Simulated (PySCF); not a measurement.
C₆H₇F₃Si₂, SMILES c1(ccc(cc1)[Si](F)(F)F)[SiH3] (GFN2-xTB optimised geometry):

```
18

F      0.821    -3.919    -1.018
Si     1.373    -2.824    -0.007
F      1.413    -3.594     1.384
F      2.903    -2.645    -0.394
C      0.413    -1.230    -0.006
C      1.064     0.006    -0.003
C      0.344     1.185     0.000
C     -1.047     1.185     0.000
Si    -2.046     2.789     0.000
C     -1.694    -0.049    -0.002
C     -0.984    -1.233    -0.005
H      2.144     0.037    -0.006
H      0.875     2.126     0.001
H     -2.903     2.806    -1.188
H     -1.117     3.919    -0.022
H     -2.872     2.826     1.209
H     -2.774    -0.079    -0.003
H     -1.514    -2.174    -0.010
```

Computed with PBE0/def2-SVP (PySCF).

### Question
What are the frontier orbital energies and the dipole moment?

### Answer
HOMO-2 -9.22 eV, HOMO-1 -8.09 eV, HOMO -8.02 eV, LUMO -1.55 eV, LUMO+1 -0.77 eV; dipole moment 3.40 D.

Meta-Löwdin charges at PBE0/def2-SVP: F1 -0.46, Si2 1.53, F3 -0.46, F4 -0.46, C5 -0.27, C6 -0.08, C7 -0.09, C8 -0.19, Si9 0.48, C10 -0.09, C11 -0.08, H12 0.12, H13 0.11, H14 -0.09, H15 -0.09, H16 -0.09, H17 0.11, H18 0.11.
